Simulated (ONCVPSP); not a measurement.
**What one change does to a pseudopotential (Cs, ONCV)**

* Element: Cs
* Generator: ONCVPSP 4.0.1
* Type: optimised norm-conserving Vanderbilt (ONCV)
* Functional: PBE
* Relativity: scalar-relativistic
* Frozen core: [Kr] 4d10 5s2
* Valence charge: 7
* Reference configuration: 5p6 6s0.75 6p0.25
* Partial waves: 6s: rc 4.00 bohr, ncon 3, nbas 8, qcut 1.3 1/bohr, 2 projectors, debl 1.8 Ha; 5p+6p: rc 3.60 bohr, ncon 3, nbas 8, qcut 4.8 1/bohr, 2 projectors; d scattering state at 0.11 Ha: rc 4.30 bohr, ncon 4, nbas 8, qcut 2 1/bohr, 2 projectors, debl 0.8 Ha
* Local potential: polynomial inside 3.55 bohr (lpopt 4, dvloc0 -1 Ha)
* Core correction: none

In the d channel the program set the typed energies aside and used 0.050, 0.850 Ha.

All-electron outer shells of the reference configuration (PBE, scalar-relativistic, ld1.x):

| shell | level (eV) | outermost node (bohr) | outermost maximum (bohr) |
| --- | --- | --- | --- |
| 5s | -27.06 | 0.82 | 1.54 |
| 5p | -13.84 | 0.89 | 1.79 |
| 6s | -2.25 | 2.11 | 4.74 |
| 6p | -0.90 | 2.60 | 6.72 |

Change: s: qcut 1.

Cutoffs: the cutoffs (Ha) at which the residual kinetic energy of the hardest occupied pseudo-wave falls to 1 and 0.1 mHa per electron; they do not see the model core or the augmentation charge, which bear on the density cutoff. Errors are all-electron minus pseudo energies relative to the spin-unpolarised reference configuration.

Q: Predict the effect on cutoff, ghosts and configuration errors.

A: The potential gets harder (4.0 Ha and 4.9 Ha → 4.0 Ha and 11 Ha); the errors of the 4 common tests hardly move; neither file shows a bound ghost.

| quantity | base | changed |
| --- | --- | --- |
| cutoff, loose | 4.0 Ha | 4.0 Ha |
| cutoff, tight | 4.9 Ha | 11 Ha |
| loose cutoff by channel | s 0.9 Ha, p 4.0 Ha | s 1.5 Ha, p 4.0 Ha |
| bound ghosts | none | none |
| GHOST(+) flags under 300 eV | s at 23.2 eV | s at 23.0 eV |
| error for 5p6 6s1 6p0, meV [ΔE -0.34 eV] | +0.1 | 0.0 |
| error for 5p6 6s0 6p0, meV [ΔE 3.53 eV] | +6.4 | +5.8 |
| error for 5p6 6s0.5 6p0, meV [ΔE 1.13 eV] | +1.0 | +1.1 |
| error for 5p6 5d0.5 6s0.5 6p0, meV [ΔE 0.50 eV] | -0.1 | +0.2 |
| s: phases at 4.07 bohr within 0.05 rad from the reference energy up to (Ha; the scan ends near 5) | 0.5 | 0.5 |
| p: phases at 3.65 bohr within 0.05 rad from the reference energy up to (Ha; the scan ends near 5) | 1.7 | 1.7 |
| d: phases at 4.37 bohr within 0.05 rad from the reference energy up to (Ha; the scan ends near 5) | 1.7 | 1.7 |

Base: The cutoffs count occupied waves only; projector 2 of the s channel, the hardest unoccupied one, needs 16 Ha at the loose tolerance. Changed file: The cutoffs count occupied waves only; projector 2 of the s channel, the hardest unoccupied one, needs 14 Ha at the loose tolerance.
